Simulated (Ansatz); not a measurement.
Ansatz results at the PBE0-D4/def2-TZVP geometry: size of the dipole moment (PBE/def2-TZVPP) 1.88 D; zero-point energy (PBE0-D4/def2-TZVP) 7.2 kJ/mol; size of the dipole moment (B3LYP/def2-TZVPP) 2.10 D.

(1) Which molecule gave them?
A. `F[SiH]Br`•
B. `O[Si](O)([S])Cl`•
C. `C=[CH][GeH][Cl]`•
D. `[F][Ga][Cl]`•

## Answers

(1) D. The others give `C=[CH][GeH][Cl]`•: 2.04, 132.7, 2.15; `F[SiH]Br`•: 1.03, 30.6, 1.19; `O[Si](O)([S])Cl`•: 2.07, 84.4, 2.01.

B3LYP here is the variant with VWN-RPA as its local correlation; programs differ in this.
